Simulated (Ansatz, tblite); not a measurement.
Removing and adding an electron: B₁₂N₁₂H₃₂, a nanocrystal cut from zinc blende BN (hydrogen-capped). The state is a singlet with charge 0. Geometry: PBE-D4/def2-SVP. Ansatz, gas phase; energy differences of separate SCF runs; the oxidised species was run as a doublet alone; the reduced species was run as a doublet alone.

```xyz
56

N    -2.8735   -0.0901   -1.0164
N    -0.8806   -1.9998    2.3270
N     1.5158   -2.1622    0.6574
N    -0.7984   -0.1856   -2.5222
N     1.3311   -1.2031   -1.6891
N    -0.7135   -1.1750   -0.1684
N    -1.5269    1.0728    0.7400
N     0.6489    0.0509    1.6603
N     0.5620    1.0309   -0.7345
N    -1.6422    2.0393   -1.5630
N     2.7171   -0.0850    0.1244
N     1.6850    2.4370    1.1882
B    -1.5829   -1.9738    0.8936
B    -1.6075   -0.9866   -1.4534
B    -2.4956    1.3257   -0.4575
B     0.5335   -2.0165   -0.6131
B    -0.1771   -0.6449    2.8311
B     1.9219   -0.7712    1.3258
B     0.4556   -1.0362   -3.0113
B    -0.3330    1.2175   -2.0191
B     1.8143    0.1984   -1.1814
B    -0.2271    0.2270    0.3729
B     1.0405    1.4603    2.2907
B     0.9925    2.4804   -0.2495
H    -3.5589   -0.0391   -1.7807
H    -3.3276   -0.6388   -0.2641
H    -1.6349   -2.1702    3.0049
H    -0.2789   -2.8247    2.4530
H     2.3613   -2.6677    0.3561
H     1.1098   -2.7998    1.3490
H    -1.3612   -0.0794   -3.3762
H     2.1365   -1.7530   -2.0170
H    -1.9860    0.5775    1.5232
H    -1.1917    1.9511    1.1709
H    -2.2045    2.3032   -2.3820
H    -1.2668    2.9253   -1.1789
H     3.5124   -0.6772   -0.1546
H     3.1783    0.7769    0.4314
H     2.7074    2.3396    1.1271
H     1.5755    3.3814    1.5800
H    -1.7974   -3.1213    0.5119
H    -2.6662   -1.3975    1.1241
H    -2.0339   -2.0469   -1.8967
H    -3.4874    1.9812   -0.1383
H     0.2425   -3.1393   -1.0091
H     0.5487   -0.9087    3.7879
H    -1.1209    0.0768    3.1793
H     2.6624   -0.9525    2.2880
H     0.0881   -2.1398   -3.4145
H     1.0896   -0.4077   -3.8591
H     0.2260    1.8613   -2.8998
H     2.5058    0.7746   -2.0134
H     0.0253    2.0584    2.6708
H     1.8405    1.3245    3.2145
H    -0.0007    3.2125   -0.0588
H     1.7470    3.0094   -1.0615
```

The xTB rows come from tblite. Single mean-field runs in def2-TZVP are fitted with def2-universal-jkfit. HOMO above LUMO, or a gap near zero within one spin, warns that the state may not be the lowest or that an electron is smeared out.

```csv
level,−HOMO (eV),vertical IE (eV),−LUMO (eV),vertical EA (eV),HOMO–LUMO gap (eV),IE − EA (eV),remarks
GFN1-xTB,10.17,12.09,3.44,1.56,6.73,10.53,–
PBE-D4/def2-TZVP,5.72,–,1.06,-0.34,4.66,–,"HOMO above zero (-1 doublet), gap within one spin near zero (-1 doublet)"
```

**Question.** Estimate the rows for GFN2-xTB, PBE0-D4/def2-TZVP.

**Answer.** 
```tsv
level	−HOMO (eV)	vertical IE (eV)	−LUMO (eV)	vertical EA (eV)	HOMO–LUMO gap (eV)	IE − EA (eV)	remarks
GFN2-xTB	9.23	11.15	0.68	-1.22	8.54	12.37	–
PBE0-D4/def2-TZVP	7.03	8.64	0.22	-0.73	6.80	9.37	HOMO above zero (-1 doublet)
```

Run but left out: PBE-D4/def2-TZVP (charge +1 doublet: an occupied level 0.05 eV above an empty one).   A HOMO above zero means that the electron is unbound at that level or that self-interaction error raises the level; the energy of removing that electron tells which. Raw xTB energy differences between charge states are shifted by several eV; the methods need an empirical correction for them. Sets without diffuse functions give affinities that are too small. A negative affinity means that the extra electron isn't bound; its size then hangs on the basis.
